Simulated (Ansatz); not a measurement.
Reaction (cleavage of the B–Si bond): `B[SiH2]OBF` + `BN` → `BNB` + `FBO[SiH3]`

Computed with Ansatz on PBE0-D4/def2-TZVP structures; ΔE is electronic, products minus reactants. CCSD(T)/CBS is the MP2 limit (def2-TZVPP, def2-QZVPP) plus CCSD(T) − MP2 in def2-TZVPP, frozen cores. This one scheme is used for every species. DFT in def2-TZVPP. B3LYP here is the variant with VWN-RPA as its local correlation; programs differ in this. Each species was taken in one conformer, which may not be the lowest.

Question: Is it downhill or uphill in electronic energy at CCSD(T)/CBS, and by how much? (An estimate is asked.)

Answer: Computed: Downhill: ΔE = -127.3 kJ/mol.

Question: What do these levels give: B3LYP-D4, ωB97M-V, BLYP, CCSD/def2-SVP, MP2/def2-QZVPP, HF/CBS(def2)? (Best estimate.)

Answer: Computed: B3LYP-D4 -126.8, ωB97M-V -129.3, BLYP -123.5, CCSD/def2-SVP -137.6, MP2/def2-QZVPP -136.2, HF/CBS(def2) -139.5 kJ/mol.

Question: What do rigid-rotor, harmonic-oscillator terms from PBE0-D4/def2-TZVP frequencies (298.15 K, 1 bar) make of the CCSD(T)/CBS value? (Best estimate.)

Answer: Ansatz gave: ΔZPE = +0.7 kJ/mol, ΔH = -128.9 kJ/mol, ΔS = -12 J/(mol·K), ΔG = -125.3 kJ/mol.

Largest T1 diagnostic among the species: 0.013.

From BLYP to BHLYP (50 % exact exchange), in def2-TZVPP and without D4, ΔE moves by −10.0 kJ/mol. Leaving LDA and LC-ωPBE aside and taking each functional with its dispersion term where it has one, the values, not all of them listed here, spread over 17.5 kJ/mol, from BHLYP-D4 to PBE-D4. LDA lies −5.9 kJ/mol from PBE without D4. At CCSD(T), def2-SVP lies −10.9 kJ/mol from the extrapolated value and def2-TZVPP −0.6 kJ/mol.
